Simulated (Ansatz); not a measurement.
A made-up structure of AlBH$_{3}$I, closed shell:

B1  (-0.793, 0.315, -0.825)
Al2  (0.547, 0.064, 0.782)
I3  (1.718, -2.133, 0.698)
H4  (2.692, -3.521, 0.823)
H5  (-0.449, 0.781, -1.874)
H6  (0.908, 1.026, 1.987)
(Å)

It is relaxed with PBE-D4/def2-SVP and then PBE0-D4/def2-TZVP (Ansatz 0.2.0). Atoms count as bonded within 1.22 times the sum of their covalent radii (H–H: 0.88 Å). The end point is not checked to be a true minimum.

(1) Does its bonding change? (Judge from chemistry; the calculation decides.)

## Answers

(1) By the calculation: Yes. Formed: B1–I3; broken: none.

Where it ends: The first stage lowers the energy by 1.69 eV in 25 steps. It ends as AlBH₃I ([BH]1[AlH][IH]1):
```xyz
6
angstrom
B 0.2607 -0.0259 -0.6791
Al 0.2956 0.4678 1.2110
I 1.8621 -1.5349 -0.1386
H 1.4873 -3.1331 0.4020
H -0.3276 -0.3205 -1.6676
H 1.0457 1.0787 2.4634
```

Labels in which every atom is bracketed show which atoms are joined, not bond orders.

For scale, one of the runs: PBE0-D4/def2-TZVP relaxation, 136 basis functions, launched by `ansatz run in.yaml --threads 2 --pin off --events-out ev --progress --plain --max-ram 4352MiB`. Hardware: 2 CPU threads of an Arm Neoverse V2, shared host. Wall time about 28 s.
